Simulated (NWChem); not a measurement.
System: CH4F2OSi; SMILES C[Si](O)(F)F

Input file for NWChem:

```
start job
memory heap 200 mb stack 900 mb global 1100 mb
geometry units angstroms noautosym nocenter noautoz
  C      0.383999    -1.792766     0.002227
  Si    -0.018353    -0.002472    -0.000708
  O     -1.640968     0.216808    -0.008464
  F      0.638965     0.745843    -1.273511
  F      0.626969     0.748168     1.276839
  H     -0.034900    -2.281349     0.894248
  H      1.473462    -1.944003     0.002342
  H     -0.034894    -2.283615    -0.888568
  H     -1.983132     1.115658    -0.009307
end
basis spherical
  * library pcsseg-1
end
dft
  xc kt2
  iterations 150
end
property
  shielding 7 1 2 3 4 6 7 9
end
task dft property
```

The geometry was optimised at PBE0/def2-SVP.

GIAO values for the isolated, static molecule; σ is the absolute isotropic shielding, δ = σ(reference) − σ with the isolated reference molecule computed at the same levels (13C: tetramethylsilane, 19F: trichlorofluoromethane, 1H: tetramethylsilane, 17O: water, 29Si: tetramethylsilane).

Atoms are numbered as in the input.

Question: What results follow from this input? (KT2/pcSseg-1, GIAO.) Quantities: δ C1 (ppm); δ Si2 (ppm); δ O3 (ppm); δ F4 (ppm); δ H6 (rotor mean) (ppm); δ H9 (ppm).

Answer: 
```
Item                     Result
-----------------------  ------
δ C1 (ppm)                 -8.8
δ Si2 (ppm)               -31.3
δ O3 (ppm)                 61.4
δ F4 (ppm)               -157.4
δ H6 (rotor mean) (ppm)    0.22
δ H9 (ppm)                 2.17
```
